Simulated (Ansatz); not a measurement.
Reaction (redistribution): `[Cl][Ge]([Cl])([Cl])[Cl]` + `C[NH][AlH][SH]` → `[SH][Ge]([Cl])([Cl])[Cl]` + `C[NH][AlH][Cl]`

Computed with Ansatz on PBE0-D4/def2-TZVP structures; ΔE is electronic, products minus reactants. CCSD(T)/CBS is the MP2 limit (def2-TZVPP, def2-QZVPP) plus CCSD(T) − MP2 in def2-TZVPP, frozen cores. Functionals use def2-TZVPP. B3LYP here is the variant with VWN-RPA as its local correlation; programs differ in this. HSE06 is defined as in plane-wave codes. For Ge outer-core shells are correlated without core-valence functions, which leaves a few kJ/mol of doubt a bond. Scalar relativity is left out up to krypton. One conformer a species, not always the lowest.

```csv
level,ΔE (kcal/mol)
LDA (SPW92),-9.0
PBE-D4,-9.1
revPBE-D4,-9.1
BLYP-D4,-9.8
HSE06-D4,-9.3
PBE0,-9.2
B3LYP,-9.7
SCS-MP2/def2-TZVPP,-9.7
```

**Question.** What does CCSD(T)/CBS give? (An estimate is asked.)

**Answer.** Ansatz gave: -9.9 kcal/mol. The listed levels differ from it by 0.9, 0.8, 0.8, 0.1, 0.6, 0.7, 0.2, 0.2 kcal/mol.

Largest T1 diagnostic among the species: 0.011.

Leaving LDA and LC-ωPBE aside and taking each functional with its dispersion term where it has one, the values, not all of them listed here, spread over 0.9 kcal/mol, from BHLYP-D4 to B97M-V.
